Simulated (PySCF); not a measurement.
Level of theory: PBE-D3(BJ)/def2-TZVP // r2SCAN-D4/def2-TZVP (PySCF). Isolated molecules, 0 K electronic values unless said otherwise. Excitations are Tamm–Dancoff values on a coarser integration grid. The basis has no diffuse functions, so Rydberg states are missing or too high.

Reference species (SMILES): `[SiH3]B(I)I` (neutral, multiplicity 1).

| Item | Value |
|---|---|
| LUMO | -3.50 eV |
| S1–T1 gap (TDA) | 0.32 eV |

Changed species: `[SiH3]B([SiH3])[SiH3]` (0 of 3 SiH3 replaced by I; the reference has 2 of 3 SiH3 replaced by I).

Q: Predict the effect on the LUMO and S1–T1 gap (TDA).

A: the LUMO falls by 0.53 eV, to -4.03 eV; the S1–T1 gap (TDA) rises by 0.38 eV, to 0.70 eV.
